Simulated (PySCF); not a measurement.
C4H8, triplet, geometry from GFN2-xTB (a higher spin typed on purpose: for a closed-shell molecule this is an excited state), atoms displaced at random by about 0.08 Å a coordinate; PBE/STO-3G, gradient run with PySCF.

PySCF was given this input:
```python
from pyscf import gto, scf, dft

mol = gto.M(
    atom='''
C    -1.144308   -0.835387    0.143104
C    -0.116171    0.054681    0.179628
C     1.207524   -0.664487    0.150562
C    -0.246179    1.531090    0.112601
H    -0.874593   -1.724319    0.652922
H    -1.263159   -1.236083   -0.968430
H    -1.960892   -0.341320    0.237783
H     1.542762   -1.236863    0.896566
H     2.231841    0.331393   -0.241556
H     1.508146   -1.106327   -0.945641
H    -0.427274    2.161248   -0.782459
H    -0.226535    2.012243    0.986731
''',
    basis='sto-3g',
    charge=0,
    spin=2,
    verbose=3,
)

mf = dft.UKS(mol)
mf.xc = 'pbe'
mf.grids.level = 5
mf.kernel()
g = mf.nuc_grad_method()
g.grid_response = False
grad = g.kernel()
```

Output, abridged:

```
converged SCF energy = -154.829500903052  <S^2> = 2.0040348  2S+1 = 3.0026887
--------------- UKS gradients ---------------
         x                y                z
0 C    -0.0209915258     0.1258232115     0.1053220733
1 C    -0.1148457029    -0.0692202266    -0.0038662251
2 C    -0.0955278636    -0.1488972554     0.1993119335
3 C     0.0020213008     0.0473480585     0.0845955717
4 H     0.0138089494     0.0310817301    -0.0321967816
5 H    -0.0040510505    -0.0072924487    -0.0281616304
6 H     0.1545806169    -0.0598598638    -0.0412270179
7 H    -0.0328606522     0.0621051822    -0.0847634578
8 H     0.0673587407     0.0624554265    -0.0528173523
9 H     0.0341197701     0.0048961132    -0.0536477327
10 H    -0.0029072258     0.0089486260     0.0013396459
11 H    -0.0007050417    -0.0573884653    -0.0938889019
----------------------------------------------
```
